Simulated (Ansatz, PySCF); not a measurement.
Torsion H3–S1–Pb2–H4 in H2PbS (SMILES [SH][PbH]); at each angle all else is relaxed with GFN2-xTB, and the levels are single points there.
Geometry at 180° (charge 0, multiplicity 1):
| atom | x (Å) | y (Å) | z (Å) |
|---|---|---|---|
| S | -1.3081 | 0.6863 | 0.2670 |
| Pb | 1.1472 | 0.6665 | -0.2407 |
| H | -1.6013 | -0.5469 | -0.1268 |
| H | 1.3836 | 2.3846 | 0.3430 |

On the grid 0° to 330°, 270° is the highest and 180° the lowest point at wB97M-V/def2-TZVPP.

Frozen-core correlation. Filled d and f shells under p-block atoms count as core. CBS(a, b) extrapolates the correlation energy as X⁻³ and adds the Hartree–Fock energy of set b.

Programs: Ansatz (Gaussian basis) for Hartree–Fock, density functionals and correlated methods; PySCF for the dispersion terms. Each number belongs to the level named beside it. In def2 rows elements past Kr take small-core potentials, without spin–orbit coupling.

PBE/def2-TZVPP gives 47.2 kJ/mol for the energy at 270° less that at 180°.

Problem. Where do these levels fall relative to PBE: PBE-D3(BJ)/def2-TZVPP, r2SCAN/def2-TZVPP, PBE0/def2-TZVPP, wB97M-V/def2-TZVPP, MP2/CBS(def2-TZVPP, def2-QZVPP), CCSD(T)/def2-TZVPP.

Solution. PBE-D3(BJ)/def2-TZVPP 0.1; r2SCAN/def2-TZVPP 0.1; PBE0/def2-TZVPP -2.8; wB97M-V/def2-TZVPP -4.6; MP2/CBS(def2-TZVPP, def2-QZVPP) -6.6; CCSD(T)/def2-TZVPP -6.1 kJ/mol. 2 of 6 lie above PBE; the widest gap is to MP2/CBS(def2-TZVPP, def2-QZVPP).

Ansatz is a first-principles code.
